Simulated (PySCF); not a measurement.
Mg(Cl)(SH) (ClHMgS), SMILES [SH][Mg][Cl]. Atoms are numbered in the order given.

```xyz
4

Mg    -0.0149     0.0382     0.0000
Cl     0.0067     2.2290     0.0000
S     -0.0758    -2.2515     0.0000
H      1.2783    -2.3278     0.0000
```

Geometry: PBE-D3(BJ)/def2-TZVP. One conformer was computed; it need not be the lowest.

Method: ωB97X/def2-TZVPD (PySCF).

ESP charges are fitted to the potential on shells at 1.4 to 2.0 van der Waals radii. Atomic charges (e):

```json
[
 {"atom": "Mg1", "ESP fit": "0.82", "meta-Löwdin": "1.47"},
 {"atom": "Cl2", "ESP fit": "-0.45", "meta-Löwdin": "-0.78"},
 {"atom": "S3", "ESP fit": "-0.50", "meta-Löwdin": "-0.78"},
 {"atom": "H4", "ESP fit": "0.13", "meta-Löwdin": "0.09"}
]
```
